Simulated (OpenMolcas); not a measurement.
## C+, Si+, Ge+, Sn+, Pb+: ns2 np down the group

```yaml
Program: OpenMolcas 26.06
Method: SS-CASPT2, IPEA 0.25 Eh, imaginary shift 0.1 Eh
Basis: ANO-R3
Scalar_Hamiltonian: X2C, finite nucleus
Spin-orbit_coupling: state interaction with AMFI integrals over the reference wave functions, term energies averaged over their components
```

Active space for each ion: 3 electrons in 4 orbitals (s p); closed shells correlated by CASPT2: C+ 1s; Si+ 2s 2p; Ge+ 3d; Sn+ 4d; Pb+ 5d.

Computed levels in cm-1 above 2P* 1/2:

```json
{"Level": "2P* 3/2", "C+": "56.6", "Si+": "258", "Ge+": "1630", "Sn+": "3900", "Pb+": "12610"}
{"Level": "weight of 2P* in the lowest level (%)", "C+": "100", "Si+": "100", "Ge+": "100", "Sn+": "100", "Pb+": "100"}
```

Measured, with the error of the calculation in %. Measured levels: C+, Si+, Ge+, Sn+, Pb+ from NIST Handbook of Basic Atomic Spectroscopic Data.

| Level | C+ | Si+ | Ge+ | Sn+ | Pb+ |
| --- | --- | --- | --- | --- | --- |
| 2P* 3/2 | 63.4 (-10.7) | 287 (-10.1) | 1767 (-7.8) | 4251 (-8.3) | 14081 (-10.4) |

The fine-structure level 2P* 3/2 changes by a factor of 223 from C+ to Pb+.

Over all roots computed the reference weight is 0.91 to 0.98 in Si+, 0.90 to 0.96 in Ge+, 0.88 to 0.93 in Sn+, 0.87 to 0.93 in Pb+; the roots of lowest weight are the least certain, and an intruder state may touch them. Some high roots are left out of the spin-orbit mixing, which shifts the levels that they would mix with (holds for Ge+; Pb+). Measured partners are found by configuration, term and J. A level has none where our copy of the source lacks it or the pairing is in doubt (some pairs that miss far off the trend of their configuration count as doubtful), and it then counts in no deviation. Levels of configurations outside the active space are missing.

* marks odd parity.
